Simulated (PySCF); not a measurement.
## From computed data to an observable: entropy of an ideal gas

disulfane cation (H₂S₂), SMILES SS (connectivity only; charge and spin as stated), charge +1, multiplicity 2.

Geometry optimised at PBE0-D3(BJ)/def2-TZVP. The multiplicity is an assumed one; other spin states were not compared.

PBE0-D3(BJ)/def2-TZVP (PySCF) gives the harmonic wavenumbers 513, 623, 790, 1059, 2633, 2638 cm⁻¹ and the rotational temperatures 6.8404, 0.3695, 0.3506 K. The molar mass is 66.14 g/mol, the symmetry number 2, the spin multiplicity 2.

Question: Work out the entropy at 298.15 K and 1 atm in the rigid-rotor, harmonic-oscillator model.

Answer: 
Translation (Sackur–Tetrode at 1 atm): S = R[1.5 ln M + 2.5 ln T − 1.16487] = 161.0 J/(mol K).
Rotation: q = (√π/σ) T^1.5/√(θA θB θC) = 4850, S = R[ln q + 3/2] = 83.0 J/(mol K).
Vibration: with u = 1.4388 ν/T, each mode gives R[u/(e^u − 1) − ln(1 − e^−u)]:
| ν (cm⁻¹) | modes | u | S (J/(mol K)) |
|---|---|---|---|
| 513 | 1 | 2.48 | 2.62 |
| 623 | 1 | 3.01 | 1.72 |
| 790 | 1 | 3.81 | 0.90 |
| 1059 | 1 | 5.11 | 0.31 |
The stiffer modes add less than 0.005 each. Sum 5.6 J/(mol K).
Spin: R ln 2 = 5.8 J/(mol K).
Total 255.4 J/(mol K); the program's own thermochemistry gives 255.4. Translation makes up 63 % and vibration 2 %. Anharmonicity, hindered rotation and orbital degeneracy are left out.
